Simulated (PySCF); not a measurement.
## Ca⁺: excitation energy

Ca⁺ [Ar] 4s1 (2S) → Ca⁺ [Ar] 4p1 (2P), as a difference of total energies. All numbers are calculated (PySCF 2.14, scalar relativity by spin-free X2C-1e, in aug-cc-pwCVTZ-X2C (9s8p6d3f, 84 functions)). Correlated levels: valence and next inner shell: [Ne] frozen; nothing frozen. The calculations carry no spin-orbit coupling.

```
                                method  excitation energy (cm⁻¹)  error (cm⁻¹)
                                   UHF                     23635         -1706
                                   LDA                     24066         -1274
                                   PBE                     22648         -2692
                                  PBE0                     22941         -2399
                                r2SCAN                     22191         -3149
                                 HSE06                     22999         -2341
                                  BLYP                     23439         -1901
                                  PW91                     22742         -2598
                                 M06-L                     20085         -5255
    MP2 (valence and next inner shell)                     25387           +47
SCS-MP2 (valence and next inner shell)                     25005          -335
                   MP2 (all electrons)                     25422           +82
               SCS-MP2 (all electrons)                     25032          -308
```

Reference: 25340 cm⁻¹ (measured; NIST levels, between the centres of gravity of the two terms).

Errors of the correlated levels include the incompleteness of this basis and the frozen core.
